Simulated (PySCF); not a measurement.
**Dipole moment and polarisability of `CCC(=O)[SiH2]CCl`**

Species: C₄H₉ClOSi.
Structure used (GFN2-xTB), in Å, numbered top down from 1:
```
atom  x, y, z in Å
C1     2.6112   -0.3379   -1.1328
C2     1.5463    0.4042   -0.3377
C3     0.1897   -0.2557   -0.3816
O4    -0.0247   -1.2749   -0.9965
Si5   -1.2224    0.6170    0.6068
C6    -2.7832   -0.4446    0.3585
Cl7   -4.1466    0.3014    1.2419
H8     2.3195   -0.4068   -2.1777
H9     3.5666    0.1767   -1.0673
H10    2.7288   -1.3483   -0.7494
H11    1.8300    0.4870    0.7143
H12    1.4195    1.4242   -0.7091
H13   -1.4242    1.9645    0.0715
H14   -0.8571    0.6708    2.0233
H15   -3.0870   -0.5138   -0.6841
H16   -2.6740   -1.4547    0.7483
```

Level: B3LYP/def2-SVPD (PySCF), static field, nuclei fixed, core orbitals frozen in the response. The polarisability tensor in these axes (au):

```
x   115.86  -2.31 -13.90
y    -2.31  84.04   7.92
z   -13.90   7.92  82.33
```

What are the eigenvalues, a third of the trace, and Δα (Δα² = ½Σ(αi − αj)² over the three pairs)?

Principal values 73.08, 87.64 and 121.52 au; mean 94.08 au = 13.94 Å³ = 15.51 × 10⁻⁴⁰ C²·m²/J; Δα = 43.05 au (46 % of the mean).

What is the dipole moment, and where does it point?

(2.28, 1.19, 0.14) D, 2.57 D in size, pointing from the negative to the positive side. Measured along this direction, the outermost atoms are Cl7 at the negative end and H9 at the positive end.

Find the Langevin capture rate constant for H3+ (3.023 u) meeting this molecule (136.011 u), k = 2.342 × 10⁻⁹ cm³/s × √(α in Å³ / reduced mass in u).

The reduced mass is 2.96 u, so k = 5.08 × 10⁻⁹ cm³/s. The formula leaves out the permanent dipole, which adds to the capture rate.

Along which axes do the principal values lie, and how far do the nuclei extend along each?

Largest value along (0.93, -0.13, -0.35), where the nuclei span 7.97 Å; middle along (0.30, 0.83, 0.47), 2.95 Å; least along (0.23, -0.54, 0.81), 2.41 Å. The response follows the extents in order.

Traceless (Buckingham) quadrupole moment about the centre of nuclear charge: eigenvalues?

-11.33, 5.25, 6.08 D·Å. The values depend on the origin, since the dipole doesn't vanish. The electronic extent ⟨r²⟩ about the same centre is 1859 bohr², a root-mean-square distance of 2.69 Å for the 72 electrons.

The structure is a single GFN2-xTB conformer in the gas phase; no vibrational or solvent corrections.
